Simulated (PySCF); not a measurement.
# `O=C1O[SiH](F)OC1=O` (C2HFO4Si): gas-phase deprotonation enthalpies at several levels

Coordinates in Å; atoms count from 1 in this order:
```
O    -2.0991   -1.2610   -0.4876
C    -1.0949   -0.6715   -0.2795
O     0.1384   -1.2396   -0.2039
Si    1.3295   -0.1095    0.1436
F     1.9358   -0.3594    1.6001
O     0.3050    1.2199    0.1490
C    -0.9911    0.8636   -0.0589
O    -1.9048    1.6148   -0.0734
H     2.4126   -0.0434   -0.8389
```

All levels share the PBE0-D3(BJ)/def2-SVP structures and the GFN2-xTB thermal terms; only the single-point energies (PySCF) change. Values are gas-phase deprotonation enthalpies (298 K, kJ/mol).

```csv
level,Si4,time
B3LYP-D3(BJ)/ma-def2-SVP,1337,–
HSE06/ma-def2-SVP (grid 4),1338,120 s
HSE06/def2-SVPD,1343,100 s
B3LYP-D3(BJ)/def2-TZVP (grid 3),1391,2.7 min
```

Times are wall times for all single points of a level on 1 thread of Intel Xeon @ 2.50GHz, a shared host; the dash marks the run that also made the structures. HSE06 ran on a slower path of this set-up, which computes the density-fitting integrals anew in every SCF cycle while the other levels store them. This lengthens the times of such levels.

The spread: 54 kJ/mol, from 1337 to 1391.

Note: structures of the anions come from def2-SVP, which lacks diffuse functions; ma-def2-SVP is a small basis, whose errors can reach tens of kJ/mol.

Bases without diffuse functions serve anions poorly.
